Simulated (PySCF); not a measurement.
Calculated properties of `COC(=O)/P=C(\C)[SiH3]`

C4H9O2PSi.
Cartesian coordinates in Å at the GFN2-xTB level; atoms count from 1:
```
atom  x, y, z in Å
C1     3.5645    0.0712   -0.2546
O2     2.2878    0.6808   -0.4144
C3     1.2780   -0.1151   -0.7594
O4     1.3640   -1.2998   -0.9453
P5    -0.2198    0.9689   -0.9904
C6    -1.3916    0.2099   -0.0461
C7    -1.2282   -1.0114    0.7949
Si8   -3.0957    1.0360    0.0209
H9     4.2701    0.8788   -0.0798
H10    3.8271   -0.4868   -1.1553
H11    3.5491   -0.6145    0.5948
H12   -2.0246   -1.7194    0.5632
H13   -0.2739   -1.5106    0.6522
H14   -1.3339   -0.7452    1.8485
H15   -3.3662    1.4358    1.4068
H16   -3.1126    2.1895   -0.8724
H17   -4.1011    0.0437   -0.3736
```

Structural features include: Si–H bond and C–Si bond.

GFN2-xTB geometry:

| Quantity | Value |
| --- | --- |
| Point group of the GFN2-xTB geometry | C1 |
| Rotational constants A, B, C of the GFN2-xTB geometry | 3.572, 0.680, 0.621 GHz |

From wB97X-D/def2-SVPD ground state and vertical TDDFT (core frozen in the response) (PySCF):

| Quantity | Value |
| --- | --- |
| Dipole moment | 1.73 D |
| HOMO energy | -9.08 eV |
| LUMO energy | -0.35 eV |
| HOMO–LUMO gap | 8.73 eV |
| Lowest singlet excitation | 4.04 eV (307 nm, f = 0.005) |
| Strongest line among the 8 lowest singlet transitions | S2 at 5.01 eV (248 nm, f = 0.263) |
| Lowest triplet excitation (Tamm–Dancoff) | 2.74 eV |
| Static isotropic polarisability | 111.9 au |
| Electronic spatial extent ⟨r²⟩ about the centre of nuclear charge | 1857 bohr² |

From PBE0/pcSseg-1 ground state and GIAO shieldings, non-relativistic (PySCF):

| Item | Value |
| --- | --- |
| Lowest Hirshfeld atomic charge | -0.24 e on O4 |
| Highest Hirshfeld atomic charge | +0.30 e on Si8 |
| 13C chemical shifts (computed TMS as zero) by class | 222.5 (C6), 184.3 (C3), 53.3 (C1), 29.8 (C7) ppm |
| 1H chemical shifts (computed TMS as zero) by class | 4.43 (H15/H16/H17), 3.99 (H9/H10/H11), 2.89 (H12/H13/H14) ppm |
| Isotropic shieldings of nuclei other than C and H, by class | -141 (O4), 124 (O2), 414 (Si8), 5 (P5) ppm |
| Mayer bond orders between heavy atoms | C1–O2 0.85, O2–C3 1.09, C3–O4 1.87, C3–P5 0.83, P5–C6 1.77, C6–C7 1.03, C6–Si8 0.86 |

Monoisotopic mass from the formula: 148.0109 u.

With B = h/(8π²I), that is 505.379 GHz u Å² over I, the principal moments of inertia are 141.5, 743.6 and 813.6 u Å² (most abundant isotopes). The vertical singlet–triplet gap S1 − T1 is 1.30 eV (TDDFT singlet less Tamm–Dancoff triplet; S1: HOMO→LUMO, weight 0.53, beside HOMO−1→LUMO, weight 0.43; T1: HOMO→LUMO, weight 0.66). The principal polarisabilities are 84.2, 101.4 and 150.0 au; their mean is the isotropic value. The dipole matches unit charges of opposite sign 0.36 Å apart (1 e·Å = 4.8032 D). A dipole of 1.73 D is allowed in C1, and pure rotational transitions are dipole-allowed. The largest Löwdin shares of the HOMO are 0.35 on P5, 0.22 on C6, 0.20 on O4 and 0.06 on C3. S1 lies 4.69 eV below the HOMO–LUMO gap; its leading configuration is HOMO→LUMO, weight 0.53, beside HOMO−1→LUMO, weight 0.43.

One conformer (not necessarily the lowest) at the GFN2-xTB geometry, without solvent or vibrations. NMR classes are plain means over equivalent atoms (diastereotopic ones count apart unless rotation or inversion swaps them), as if these changed places fast; in this geometry the members of some classes differ.
